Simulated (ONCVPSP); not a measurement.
germanium (Ge) ONCV: all-electron and pseudo phase curves

```json
{
 "Element": "germanium",
 "Generator": "ONCVPSP 4.0.1",
 "Type": "optimised norm-conserving Vanderbilt (ONCV)",
 "Functional": "LDA (Perdew-Zunger)",
 "Relativity": "scalar-relativistic",
 "Frozen core": "[Ne]",
 "Valence charge": "22",
 "Reference configuration": "3s2 3p6 3d10 4s2 4p1 (charge +1)",
 "Partial waves": "3s+4s: rc 1.05 bohr, ncon 4, nbas 8, qcut 11.4 1/bohr, 3 projectors, debl 3.2 Ha; 3p+4p: rc 1.10 bohr, ncon 5, nbas 9, qcut 11.6 1/bohr, 2 projectors; 3d: rc 1.05 bohr, ncon 5, nbas 10, qcut 13.1 1/bohr, 2 projectors, debl 2.7 Ha",
 "Local potential": "polynomial inside 0.95 bohr (lpopt 3, dvloc0 6 Ha)",
 "Core correction": "Teter function, fcfact 5.75, rcfact 1.15"
}
```

The phase is arctan(r·R′/R) of the radial function R(r), unwrapped; energies in Ha, scanned from -8 to 5 Ha. A pole is an energy at which the radial function vanishes at the test radius. The pseudo phase is shifted by a multiple of π to meet the all-electron one at the reference energy, and phase errors are pseudo minus all-electron; the curves can meet again beyond the range given. Levels narrower than the energy grid can be missing from the lists of poles.

```csv
channel,radius (bohr),reference energy (Ha),"poles, all-electron","poles, pseudo",unbroken range about the reference energy with phases within 0.05 rad,phase error 1 Ha above the reference energy (rad)
s,1.07,-0.74,-5.59,-5.59,the whole range,+0.000
p,1.11,-0.42,-3.75,-3.75,the whole range,+0.000
d,1.07,-1.42,-0.22,-0.22,the whole range,+0.000
```

Phases in the d channel:

| E (Ha) | all-electron | pseudo |
| --- | --- | --- |
| -7.96 | 1.237 | 1.237 |
| -7.60 | 1.224 | 1.224 |
| -7.24 | 1.210 | 1.210 |
| -6.88 | 1.194 | 1.194 |
| -6.52 | 1.175 | 1.175 |
| -6.16 | 1.154 | 1.154 |
| -5.80 | 1.129 | 1.129 |
| -5.44 | 1.099 | 1.099 |
| -5.08 | 1.062 | 1.063 |
| -4.72 | 1.017 | 1.017 |
| -4.36 | 0.958 | 0.959 |
| -4.00 | 0.880 | 0.880 |
| -3.64 | 0.770 | 0.771 |
| -3.28 | 0.608 | 0.609 |
| -2.92 | 0.358 | 0.358 |
| -2.56 | -0.017 | -0.016 |
| -2.20 | -0.474 | -0.474 |
| -1.84 | -0.869 | -0.869 |
| -1.48 | -1.140 | -1.140 |
| -1.12 | -1.318 | -1.318 |
| -0.76 | -1.441 | -1.441 |
| -0.40 | -1.533 | -1.533 |
| -0.04 | -1.606 | -1.606 |
| 0.32 | -1.667 | -1.667 |
| 0.68 | -1.723 | -1.723 |
| 1.04 | -1.776 | -1.776 |
| 1.40 | -1.829 | -1.829 |
| 1.76 | -1.884 | -1.884 |
| 2.12 | -1.945 | -1.945 |
| 2.48 | -2.014 | -2.014 |
| 2.84 | -2.096 | -2.096 |
| 3.20 | -2.197 | -2.197 |
| 3.56 | -2.325 | -2.324 |
| 3.92 | -2.490 | -2.487 |
| 4.28 | -2.701 | -2.695 |
| 4.64 | -2.959 | -2.950 |
| 5.00 | -3.242 | -3.230 |
